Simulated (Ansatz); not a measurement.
`[CH3][GeH]`. Total charge 0; spin multiplicity 1. All single points use the PBE0-D4/def2-TZVP geometry.

```xyz
6

C    -0.470   -0.305   -0.035
Ge    0.520    1.382   -0.402
H     0.059   -1.143   -0.502
H    -1.497   -0.280   -0.399
H    -0.470   -0.505    1.042
H     1.858    0.850    0.297
```

**Question.** What is the dipole moment at PBE/def2-TZVPP? (Best estimate.)

**Answer.** The calculation gave: 0.78 D, with components (-0.46, -0.62, 0.10) D in this frame, pointing from negative to positive charge.

**Question.** And with r2SCAN, B3LYP, ωB97M-V? (An estimate is asked.)

**Answer.** Computed: r2SCAN 0.84 D, B3LYP 0.70 D, ωB97M-V 0.68 D.

**Question.** Give the Mulliken charges with PBE, ωB97M-V, r2SCAN in def2-TZVPP. (An estimate is asked.)

**Answer.** Ansatz gave: 
```csv
atom,PBE,ωB97M-V,r2SCAN
C1,-0.41,-0.48,-0.32
Ge2,0.15,0.15,0.17
H3,0.11,0.13,0.08
H4,0.11,0.13,0.08
H5,0.11,0.13,0.08
H6,-0.08,-0.05,-0.10
```

B3LYP here is the variant with VWN-RPA as its local correlation; programs differ in this.
